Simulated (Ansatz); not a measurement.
The same ligand exchange along the group B, Al, Ga.

Program: Ansatz. Geometries: PBE0-D4/def2-TZVP. ΔE: electronic, gas phase. CCSD(T)/CBS is the MP2 limit (def2-TZVPP, def2-QZVPP) plus CCSD(T) − MP2 in def2-TZVPP, frozen cores. This one scheme is used for every species. Functionals use def2-TZVPP. For Ga outer-core shells are correlated without core-valence functions, which leaves a few kJ/mol of doubt a bond. Scalar relativity is left out up to krypton. One conformer a species, not always the lowest.

| reaction | PBE-D4 (eV) |
| --- | --- |
| `NB(S)Cl` + H–F → `FB(S)Cl` + NH₃ | -0.22 |
| `[NH2][Al]([SH])[Cl]` + H–F → `[F][Al]([SH])[Cl]` + NH₃ | -0.90 |
| `[NH2][Ga]([SH])[Cl]` + H–F → `[F][Ga]([SH])[Cl]` + NH₃ | -0.44 |

Task: Give the CCSD(T)/CBS values in the same order. (Estimate.)

Result: Computed: -0.17, -0.90, -0.33 eV.

Largest T1 diagnostic: 0.013, for `[F][Ga]([SH])[Cl]`.
